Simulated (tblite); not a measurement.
Compound: C7H9BBrCl.
Atom-mapped SMILES: `[CH2:1]=[C:2]([CH3:3])[CH2:4][CH2:5][C:6]#[C:7][B:8]([Cl:9])[Br:10]` (hydrogens: H11, H12 on C1; H13, H14, H15 on C3; H16, H17 on C4; H18, H19 on C5)

Computed with GFN2-xTB (tblite), gas phase: L-BFGS steps from a force-field or distance-geometry start until the largest atomic force falls under 0.01 eV/Å.

Step 114: E = -800.9728 eV
```
atom  x, y, z in Å  |  force x, y, z in eV/Å
C1     -2.3566    0.1820    0.7376    0.013   0.011   0.002
C2     -1.4161    0.2451   -0.1918    0.024  -0.021  -0.007
C3     -0.7919    1.5306   -0.6383    0.006  -0.059  -0.052
C4     -0.8971   -1.0088   -0.8568   -0.022   0.021  -0.009
C5      0.0903   -1.7640    0.0543   -0.016   0.015  -0.013
C6      1.2637   -0.9725    0.3108   -0.015   0.001   0.012
C7      2.2282   -0.2648    0.4927    0.044   0.018   0.011
B8      3.3707    0.6770    0.6959    0.024   0.014   0.002
Cl9     4.8882    0.1495    1.3232   -0.010  -0.007   0.003
Br10    3.1368    2.5029    0.2394    0.008  -0.023   0.004
H11    -2.7253    1.0628    1.2342    0.004  -0.006  -0.004
H12    -2.7990   -0.7539    1.0406    0.003   0.026  -0.014
H13    -1.1736    2.3820   -0.0840   -0.046  -0.029   0.035
H14     0.2889    1.4927   -0.5136   -0.013  -0.011   0.006
H15    -0.9930    1.6867   -1.6980   -0.005   0.019  -0.006
H16    -1.7278   -1.6801   -1.0851   -0.002   0.002   0.022
H17    -0.3933   -0.7581   -1.7918   -0.010   0.021   0.004
H18     0.3906   -2.7064   -0.4131   -0.002   0.003  -0.007
H19    -0.3937   -1.9934    1.0077    0.015   0.003   0.011
```

Step 115: E = -800.9733 eV
```
atom  x, y, z in Å  |  force x, y, z in eV/Å
C1     -2.3558    0.1812    0.7414   -0.005   0.007   0.024
C2     -1.4187    0.2456   -0.1911    0.025  -0.017  -0.015
C3     -0.7988    1.5319   -0.6406    0.014  -0.007  -0.029
C4     -0.9003   -1.0081   -0.8561   -0.010  -0.003  -0.004
C5      0.0921   -1.7616    0.0508    0.001   0.013  -0.005
C6      1.2641   -0.9675    0.3063    0.041   0.041   0.017
C7      2.2290   -0.2585    0.4850    0.000  -0.020   0.007
B8      3.3770    0.6757    0.6942    0.008   0.000   0.009
Cl9     4.8850    0.1327    1.3326   -0.012   0.003  -0.003
Br10    3.1576    2.5040    0.2422    0.012  -0.023   0.003
H11    -2.7252    1.0622    1.2376    0.005  -0.009  -0.005
H12    -2.7940   -0.7556    1.0497    0.011   0.041  -0.025
H13    -1.2070    2.3877   -0.1077   -0.006  -0.087  -0.001
H14     0.2803    1.5087   -0.4865   -0.061  -0.005   0.001
H15    -0.9733    1.6707   -1.7078   -0.002   0.019   0.012
H16    -1.7311   -1.6817   -1.0775    0.000   0.008   0.009
H17    -0.4000   -0.7593   -1.7935   -0.021   0.022   0.005
H18     0.3962   -2.7015   -0.4201   -0.009   0.006  -0.009
H19    -0.3870   -1.9973    1.0050    0.010   0.011   0.008
```

**Question.** Estimate the geometry and energy of step 116. (The exact step hangs on the optimiser's Hessian estimate; all steps are aligned on step 115, rigid shifts and turns removed.)

**Answer.** E = -800.9737 eV, largest force 0.090 eV/Å
```
atom  x, y, z in Å  |  force x, y, z in eV/Å
C1     -2.3558    0.1816    0.7407    0.008   0.009   0.016
C2     -1.4187    0.2449   -0.1924   -0.007  -0.013   0.002
C3     -0.7999    1.5312   -0.6421    0.001  -0.043   0.007
C4     -0.9028   -1.0094   -0.8559    0.002  -0.018   0.000
C5      0.0931   -1.7602    0.0493    0.020   0.012   0.002
C6      1.2640   -0.9640    0.3049    0.069   0.057   0.012
C7      2.2297   -0.2549    0.4822   -0.031  -0.049   0.003
B8      3.3800    0.6763    0.6940   -0.008  -0.013   0.016
Cl9     4.8839    0.1277    1.3371   -0.006   0.004  -0.005
Br10    3.1645    2.5048    0.2458    0.014  -0.009  -0.002
H11    -2.7250    1.0623    1.2369    0.005   0.001  -0.004
H12    -2.7937   -0.7543    1.0508    0.009   0.030  -0.027
H13    -1.2114    2.3833   -0.1106   -0.036  -0.016   0.041
H14     0.2767    1.5124   -0.4852    0.011  -0.018   0.017
H15    -0.9700    1.6721   -1.7070   -0.025   0.013  -0.076
H16    -1.7341   -1.6844   -1.0703    0.000   0.009  -0.004
H17    -0.4058   -0.7630   -1.7958   -0.024   0.020   0.001
H18     0.3991   -2.6991   -0.4227   -0.009   0.011  -0.006
H19    -0.3836   -1.9981    1.0043    0.006   0.012   0.007
```

The energy changes by -0.0005 eV. The first-order estimate −F·Δx gives -0.0010 eV and the mean of the old and new forces, exact on a quadratic surface, -0.0005 eV. The step makes an angle of 72° with the force vector and moves no atom by more than 0.008 Å.

What follows is the cost of the whole relaxation. On an Arm Neoverse N1 with one thread, no GPU, shared host with 64 logical CPUs at a one-minute load of 61, this took 2.7 s.
